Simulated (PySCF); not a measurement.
```xyz
5
charge 0 multiplicity 1, angstrom
Se    0.0000    0.0000    0.3096
F     1.6168    0.0000   -0.3254
F     0.0000    1.6168   -0.3254
F    -1.6168    0.0000   -0.3254
F     0.0000   -1.6168   -0.3254
```

Computed with PySCF, PBE0, basis Se def2-TZVP, F def2-TZVP (no relativity, density fitting).

This geometry of SeF₄ is a stationary point at this level.

(1) What is the point group?

(2) Is it a minimum?

(3) List the harmonic modes with their infrared intensities.

(4) What are the dipole moment and the gap between the highest occupied and lowest empty levels?

## Answers

(1) C4v.

(2) No: it has 1 imaginary mode, at 123i cm⁻¹ (b1).

(3) 
```
symmetry  ω (cm⁻¹)  IR (km/mol, summed over degenerate members)     type
      b1      123i                                            –     bend
      a1       381                                         29.0     bend
       e       389                                         39.7     bend
      b2       446                                          0.0     bend
      b1       576                                          0.0  stretch
       e       684                                          415  stretch
      a1       712                                         40.5  stretch
```

(4) 2.14 D and 8.54 eV.

Other isomers or separated fragments may lie lower. At this level a singlet minimum of C2v symmetry lies 26 kJ/mol below this structure.
